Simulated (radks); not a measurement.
F7+, configuration [He]. Method: non-relativistic Kohn-Sham, SCAN, spin-polarised, spherical densities, point nucleus; meta-GGA in the generalised Kohn-Sham scheme; computed with a radial shooting solver on a logarithmic mesh with Libxc functionals.

Normalised radial functions P(r) = r R(r), r in bohr:

```
   r/bohr * 1s (the largest magnitude, 2.14, reaches the edge; | marks zero)
 0.008171 |         *
  0.01022 |           *
  0.01289 |              *
  0.01626 |                  *
  0.02034 |                      *
  0.02565 |                          *
  0.03235 |                               *
  0.04047 |                                     *
  0.05104 |                                          *
  0.06437 |                                               *
  0.08053 |                                                   *
   0.1016 |                                                      *
   0.1281 |                                                      *
   0.1602 |                                                   *
   0.2021 |                                             *
   0.2548 |                                    *
   0.3188 |                          *
   0.4021 |                *
   0.5071 |        *
   0.6344 |   *
```

1s: eigenvalue -905.72 eV, 0 radial nodes, <r> = 0.174 bohr, 90 % of the charge inside 0.311 bohr.
